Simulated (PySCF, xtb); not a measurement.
F3OSi, SMILES [O][Si](F)(F)F, multiplicity 2.

Harmonic wavenumbers (cm⁻¹) from xtb with GFN2-xTB at its own minimum, in rising order: 120, 120, 235, 235, 264, 765, 837, 837, 1037.

Question: What does PySCF 2.14.0 with B3LYP-D3(BJ)/def2-SVP give at its own minimum? (Estimate from the structure and the level; the computed values follow.)

Answer: 104, 237, 338, 352, 369, 759, 964, 1009, 1024. Paired by order, the mean absolute difference is 86 cm⁻¹ and the zero-point energies are 6.4 and 7.4 kcal/mol.
